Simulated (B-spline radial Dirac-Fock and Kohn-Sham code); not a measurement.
**Run log: Tl⁷⁺**

ΔSCF core binding energies without Breit or QED terms, calculated with a radial B-spline solver. Keys: rel is the Hamiltonian (dirac, or spin-free x2c and nr, where L3 and M5 stand for the whole 2p and 3d shells), method is hf or an exchange,correlation pair (spin-unpolarised, also for the hole states), nuc the nuclear model, radius_factor scales its radius, rmax is the box in bohr, h the logarithmic mesh step, order the B-spline order, points the quadrature points per cell, c_factor scales the speed of light, and damp, ndamp, maxit and tol steer the iteration. The run stops when the commutator error falls below 10·tol·max(1, Z/10), or the numerical noise floor, and the energy has settled to about 1e-8 Ha; the virial ratio is −V/T.

Input (task.json):

```json
{"items": [{"Z": 81, "q": 7, "cfg": [[1, 0, 2], [2, 0, 2], [2, 1, 6], [3, 0, 2], [3, 1, 6], [3, 2, 10], [4, 0, 2], [4, 1, 6], [4, 2, 10], [4, 3, 14], [5, 0, 2], [5, 1, 6], [5, 2, 6]], "A": 205, "rrms": 5.4759, "do": "settings", "holes": ["K", "L3", "M5"],
  "settings": [{"rel": "dirac", "method": "hf", "nuc": "fermi", "radius_factor": 1.0, "rmax": 45.0, "h": 0.3, "order": 4, "points": 10, "c_factor": 1.0, "maxit": 60, "damp": 0.5, "ndamp": 3, "tol": 1e-08}]}]}
```

Command: `python xray2_run.py task.json out`

Ground-state iterations:

```
iter   energy (Ha)        error
   1   -20255.23081894  2.23e+00
   2   -20260.87061065  2.73e-01
   3   -20261.81670371  7.45e-02
   4   -20261.85556302  2.60e-02
   5   -20261.86092283  5.77e-03
   6   -20261.86116276  2.19e-03
   7   -20261.86119930  1.51e-04
   8   -20261.86119959  1.43e-05
   9   -20261.86119960  2.68e-06
  10   -20261.86119960  1.06e-07
```

The ground state converged in 10 iterations, with total energy -20261.86120 Ha, virial ratio 1.86399 and highest orbital energy -117.27 eV. ΔSCF binding energies: K (1s) 86116.9 eV, L3 (2p3/2) 12812.0 eV, M5 (3d5/2) 2509.9 eV.

Problem. One setting is unsound. Which, and why?

Solution. order is too low for an accurate radial basis. With the default settings (Dirac Hartree-Fock): The ground state converged in 10 iterations, with total energy -20261.99201 Ha, virial ratio 1.86399 and highest orbital energy -117.26 eV. ΔSCF binding energies: K (1s) 86116.8 eV, L3 (2p3/2) 12811.9 eV, M5 (3d5/2) 2509.8 eV.
